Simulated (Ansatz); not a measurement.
Calculated with Ansatz (gas phase, PBE0-D4/def2-TZVP geometries, no zero-point term in ΔE). CCSD(T)/CBS adds triple-zeta CCSD(T) − MP2 to the extrapolated MP2 energy (def2 sets, frozen cores). This one scheme is used for every species. Functionals use def2-TZVPP. B3LYP here is the variant with VWN-RPA as its local correlation; programs differ in this. For Zn outer-core shells are correlated without core-valence functions, which leaves a few kJ/mol of doubt a bond. Scalar relativity is left out up to krypton. Each species was taken in one conformer, which may not be the lowest.

`N[CH]([SiH3])[ZnH]` + `N[SiH2]F` → `F[SiH2]N[SiH3]` + `N[CH2][ZnH]`  (ligand exchange at the Si–C bond)

Is it downhill or uphill in electronic energy at CCSD(T)/CBS, and by how much? (An estimate is asked.)

Ansatz gave: Downhill: ΔE = -13.8 kcal/mol.

What do these levels give: PBE-D4, PBE0-D4, B3LYP-D4, ωB97X-V, ωB97M-V, PBE, r2SCAN, PBE0, SCS-MP2/def2-TZVPP, HF/CBS(def2), MP2/CBS(def2), CCSD/CBS(def2)? (An estimate is asked.)

Ansatz gave: PBE-D4 -10.4, PBE0-D4 -12.1, B3LYP-D4 -13.4, ωB97X-V -14.0, ωB97M-V -13.7, PBE -10.8, r2SCAN -12.3, PBE0 -12.4, SCS-MP2/def2-TZVPP -15.1, HF/CBS(def2) -18.5, MP2/CBS(def2) -14.0, CCSD/CBS(def2) -14.6 kcal/mol.

Largest T1 diagnostic among the species: 0.014.

From PBE to PBE0 (25 % exact exchange), in def2-TZVPP and without D4, ΔE moves by −1.6 kcal/mol. In def2-TZVPP, CCSD(T) changes the Hartree–Fock value by +4.1 kcal/mol (the triples alone add +0.8 kcal/mol) and MP2 by +4.0 kcal/mol.
